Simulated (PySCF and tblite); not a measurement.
The numbers below are computed, except where a source is named.
System: C₇H₁₀NS (charge -1), numbered as in [CH3:1][S:2][C@H:3]([CH3:4])[c:5]1[cH:6][cH:7][n:8][cH-:9]1.

Motion: rotation about the C5–C3 bond (torsion C6–C5–C3–S2 from -85° to 94°, rising). GFN2-xTB gives an electronic barrier of 7.2 kcal/mol and a reaction energy of 0.6 kcal/mol.

The ion is treated without a counter-ion.

BP86/pcSseg-1 + D3(BJ), IEF-PCM chloroform on GFN2-xTB geometries gives 4.3 kcal/mol and k(298 K) = 1.7×10⁹ s⁻¹.

(1) What does PBE0/cc-pVDZ + D3(BJ) give on GFN2-xTB geometries?

Programs: tblite and PySCF.

Answers

(1) A barrier of 5.5 kcal/mol, 1.2 above the first DFT barrier (from unrounded values), a reaction energy of 0.1 kcal/mol and, with GFN2-xTB thermal terms, ΔG‡(298 K) = 6.0 kcal/mol and k = 2.4×10⁸ s⁻¹ (1 equivalent path).
